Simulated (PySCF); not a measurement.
# ZrSCl2: from structure and modes to constants

All numbers come from B3LYP in PySCF with Zr def2-SVP with ECP28, S def2-SVP, Cl def2-SVP; scalar-relativistic core potentials, no spin–orbit coupling; density-fitted integrals.

The singlet minimum has Cs symmetry. Masses (u): Zr 89.90470, S 31.97207, Cl 34.96885.

```xyz
4
charge 0 multiplicity 1, angstrom
Zr    0.2566   -0.0067    0.0000
S     0.0000   -2.1983    0.0000
Cl   -0.3298    1.0136    2.0570
Cl   -0.3298    1.0136   -2.0570
```

Harmonic wavenumbers (cm⁻¹): 52.3 (a', ×1), 102.5 (a', ×1), 126.9 (a'', ×1), 370.8 (a', ×1), 418.9 (a'', ×1), 545.5 (a', ×1).

Question: What is the harmonic zero-point energy?

Answer: Half the sum of all 6 wavenumbers, 1617/2 = 808 cm⁻¹, which is 9.7 kJ/mol (1 cm⁻¹ = 0.0119627 kJ/mol).

Question: Find the vibrational entropy and heat capacity at 298.15 K.

Answer: With u = 1.43878 ω/T, each mode gives S = R[u/(eᵘ−1) − ln(1−e⁻ᵘ)] and C = R u² eᵘ/(eᵘ−1)².
```tsv
ω (cm⁻¹)	u	S (J/(mol K))	C (J/(mol K))
52.3	0.253	19.78	8.27
102.5	0.495	14.25	8.15
126.9	0.613	12.52	8.06
370.8	1.789	4.50	6.41
418.9	2.022	3.75	5.98
545.5	2.632	2.32	4.81
```
The sums over all modes are S = 57.1 and C = 41.7 J/(mol K); the softest mode gives 35 % of the entropy.

Question: Give the standard entropy (298.15 K, 1 bar) by its translational, rotational, vibrational and spin parts, and Cp.

Answer: Sackur–Tetrode with M = 191.81 u gives 174.4; rotation with symmetry number 1 gives 121.1; vibration 57.1; spin R ln 1 = 0.0. The total is 352.7 J/(mol K), and Cp = 4 R + 41.7 = 74.9 J/(mol K).

Other isomers or separated fragments may lie lower.
